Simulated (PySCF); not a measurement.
Run record: excited-state job, `B[CH2][Ga-]1([C]#C)[Cl+][BH2-][Cl+]1`.

Computed with TDDFT CAM-B3LYP/def2-SVPD, vertical, gas phase, core orbitals frozen in the response (PySCF 2.14.0, density-fitted response routines). Geometry: GFN2-xTB. The command runs a driver script over a list of jobs; the input below is this job's line of settings and its coordinates in Å.

Command:
```bash
OMP_NUM_THREADS=1 python probes_run.py task.json out
```

Input:
```
{"job": {"kind": "uv", "xc": "CAM-B3LYP", "basis": "def2-SVPD", "nstates": 8, "ntriplets": 3}, "charge": 0, "multiplicity": 1}
B     -1.973410    -1.218651     1.360821
C     -0.611646    -0.636646     1.781295
Ga     0.011302     0.270930     0.049174
C     -0.878813     1.701558    -0.964350
C     -1.414444     2.578989    -1.596811
Cl     0.929957    -1.183474    -1.485209
B      2.638168    -0.447101    -1.177978
Cl     2.259538     0.843429     0.137808
H     -2.940598    -0.559152     1.433949
H     -2.040533    -2.299421     0.909908
H      0.179525    -1.355588     2.020266
H     -0.636603     0.149723     2.542068
H     -1.885586     3.343532    -2.151122
H      3.346510    -1.272585    -0.726233
H      3.012220     0.092447    -2.155499
```

Output:
```
coarse grid: 63256 points
cycle   1  E = -3012.7890225500  dE =  3.121e-01  |g| = 6.794e-01  |ddm| = 8.570e+00
cycle   2  E = -3012.7970539218  dE = -8.031e-03  |g| = 7.527e-01  |ddm| = 3.320e+00
cycle   3  E = -3012.8803748454  dE = -8.332e-02  |g| = 5.510e-02  |ddm| = 1.714e+00
cycle   4  E = -3012.8807536240  dE = -3.788e-04  |g| = 3.195e-02  |ddm| = 1.594e-01
cycle   5  E = -3012.8809722410  dE = -2.186e-04  |g| = 1.461e-02  |ddm| = 7.588e-02
cycle   6  E = -3012.8810256251  dE = -5.338e-05  |g| = 2.899e-03  |ddm| = 2.927e-02
cycle   7  E = -3012.8810281632  dE = -2.538e-06  |g| = 5.127e-04  |ddm| = 7.590e-03
final grid: 130432 points
cycle   8  E = -3012.8809925901  dE = -8.000e-08  |g| = 4.339e-04  |ddm| = 4.815e-03
cycle   9  E = -3012.8809925881  dE =  1.958e-09  |g| = 4.713e-04  |ddm| = 1.683e-03
cycle  10  E = -3012.8809926396  dE = -5.150e-08  |g| = 8.697e-05  |ddm| = 8.250e-04
cycle  11  E = -3012.8809926416  dE = -1.956e-09  |g| = 1.970e-05  |ddm| = 1.508e-04
cycle  12  E = -3012.8809926418  dE = -1.719e-10  |g| = 9.155e-06  |ddm| = 6.131e-05
converged SCF energy = -3012.8809926418

Static polarisability (au): isotropic 115.144, principal 98.305 120.680 126.448

Singlet excitations
state   eV       nm        f      main configurations
  1   5.5464    223.5   0.01530   H->L 0.65, H->L+1 0.14
  2   5.8416    212.2   0.06811   H-1->L 0.52, H-3->L 0.22
  3   5.9170    209.5   0.00325   H-4->L 0.78
  4   5.9701    207.7   0.01588   H-2->L 0.51, H-2->L+1 0.09
  5   6.2933    197.0   0.00066   H-2->L+3 0.29, H-2->L+1 0.23, H-2->L+5 0.16
  6   6.4763    191.4   0.00747   H-3->L 0.33, H-1->L 0.25, H-8->L 0.13
  7   6.6724    185.8   0.01812   H-1->L+1 0.75, H->L+1 0.13
  8   6.8218    181.7   0.03715   H->L+1 0.35, H->L 0.17, H-2->L 0.10

Triplet excitations (Tamm-Dancoff, eV): 4.8812 5.0427 5.2792
```

The SCF starts on a coarse grid where the log names one; the energy can jump when the final grid takes over, and dE then counts from the start density on the new grid. H and L stand for HOMO and LUMO; the number after each pair is its weight.

Give S1 in cm⁻¹ and kJ/mol.

5.5464 eV × 8065.54 = 44735 cm⁻¹; × 96.485 = 535.1 kJ/mol.

In short: HOMO -9.69 eV, LUMO -0.91 eV; lowest singlet 5.55 eV; lowest triplet 4.88 eV (Tamm–Dancoff); mean polarisability 115.1 au.

 Relativistic effects, spin–orbit coupling among them, are left out although an element past zinc is present.

Hardware: Arm Neoverse N1, one thread, shared host with 64 logical CPUs at a one-minute load of 56. Cost: 2.8 min (with the writing of density and orbital grids), 1.2 GiB resident at most.

One conformer stands for the species.
Labels such as C1 count atoms from 1, the log's own numbers from 0.
